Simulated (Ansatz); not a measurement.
`C[SiH](Cl)[GeH3]` + H₂S → `C[SiH](S)Cl` + GeH₄ at 600 K and 1 bar (cleavage of the Si–Ge bond).

Computed with Ansatz on PBE0-D4/def2-TZVP structures; ΔE is electronic, products minus reactants. CCSD(T)/CBS is the MP2 limit (def2-TZVPP, def2-QZVPP) plus CCSD(T) − MP2 in def2-TZVPP, frozen cores. This one scheme is used for every species. For Ge outer-core shells are correlated without core-valence functions, which leaves a few kJ/mol of doubt a bond. Scalar relativity is left out up to krypton. Each species was taken in one conformer, which may not be the lowest.

```json
{"species": "`C[SiH](Cl)[GeH3]`", "CCSD(T)/CBS energy (Eh)": "-2867.29429", "H − E (kJ/mol)": "253.6", "S (J/(mol·K))": "475.1"}
{"species": "H₂S", "CCSD(T)/CBS energy (Eh)": "-398.97279", "H − E (kJ/mol)": "60.8", "S (J/(mol·K))": "230.9"}
{"species": "`C[SiH](S)Cl`", "CCSD(T)/CBS energy (Eh)": "-1187.79090", "H − E (kJ/mol)": "207.2", "S (J/(mol·K))": "426.0"}
{"species": "GeH₄", "CCSD(T)/CBS energy (Eh)": "-2078.49493", "H − E (kJ/mol)": "105.8", "S (J/(mol·K))": "256.4"}
```

H − E and S are ideal-gas, rigid-rotor, harmonic terms from PBE0-D4/def2-TZVP, for one conformer and one mirror image of each species. 1 Eh = 2625.50 kJ/mol, R = 8.31446 J/(mol·K).

Question: By hand: ΔE, ΔH, ΔS and ΔG.

Answer: ΔE = (-1187.79090) + (-2078.49493) − (-2867.29429) − (-398.97279) = -0.01875 Eh = -49.2 kJ/mol. Δ(H − E) = 207.2 + 105.8 − 253.6 − 60.8 = -1.4, so ΔH = -50.6 kJ/mol. ΔS = 426.0 + 256.4 − 475.1 − 230.9 = -23.6 J/(mol·K). ΔG = -50.6 − 600 × (-23.6)/1000 = -36.4 kJ/mol.

Question: By hand: the equilibrium constant, and the temperature at which ΔG would vanish if ΔH and ΔS stayed fixed.

Answer: log₁₀ K = −ΔG/(RT ln 10) = 3.2. ΔG = 0 at ΔH/ΔS = 2144 K.

ΔH outweighs TΔS. A doubt of 5 kJ/mol in ΔE shifts log₁₀ K by 0.4 here. Other conformers and mirror images would add mixing entropy, several J/(mol·K) or more a flexible species. These are equilibria of isolated gas molecules and say nothing of rates. Largest T1 diagnostic: 0.012 (customary marks: 0.02 for closed shells, 0.045 for open ones).
